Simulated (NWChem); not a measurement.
C3H3Cl2F; SMILES F[C@@H]1CC1(Cl)Cl

Task: Give the equilibrium geometry at PBE-D3(BJ)/def2-SVP (NWChem) as a Z-matrix, with the point group.

Result: point group C1; any orientation.
```
C
C 1 1.5095
F 2 1.3582 1 118.86
H 2 1.1043 3 112.91 1 -143.23
C 1 1.5119 2 60.06 4 -110.28
H 5 1.1008 1 118.30 2 109.02
H 5 1.1012 6 116.08 1 -143.97
Cl 1 1.7634 2 117.77 4 141.11
Cl 1 1.7727 2 117.60 4 -2.01
```
